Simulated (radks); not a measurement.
Valence configurations of Os I (all share [Xe]). Calculated with a radial shooting solver on a logarithmic mesh with Libxc functionals: scalar-relativistic Kohn-Sham, r2SCAN, spin-unpolarised, spherical densities, finite nucleus; meta-GGA in the generalised Kohn-Sham scheme; Fermi nuclear charge, rms radius 5.4126 fm. Energies are relative to 4f14 5d6 6s2; eigenvalues in eV.

valence,E (eV),e(4f),e(5d),e(6p),e(6s)
4f14 5d6 6s2,0.000,-52.710,-6.394,-,-6.346
4f14 5d6 6s1.5 6p0.5,2.661,-53.666,-7.278,-1.582,-6.914
4f14 5d5 6s1.5 6p1.5,9.417,-58.258,-10.572,-2.746,-8.785
4f14 5d7 6s0.5 6p0.5,2.641,-51.086,-5.671,-1.291,-5.990
4f12 5d8 6s2,110.81,-73.230,-8.589,-,-6.440
4f14 5d6 6s1 6p1,5.339,-54.545,-8.081,-2.019,-7.407
4f13.5 5d6.5 6s2,24.291,-57.685,-6.938,-,-6.377
4f14 5d5 6s2 6p1,6.414,-57.426,-9.838,-2.356,-8.335
4f14 5d7 6s1,0.304,-50.116,-4.748,-,-5.385
4f13.5 5d6 6s2 6p0.5,27.539,-60.123,-8.767,-1.729,-7.444

NIST lists [Xe] 4f14 5d6 6s2 as the ground configuration; this level of theory agrees among the configurations tried. The energies are those of spherical spin-averaged densities, not of single terms.
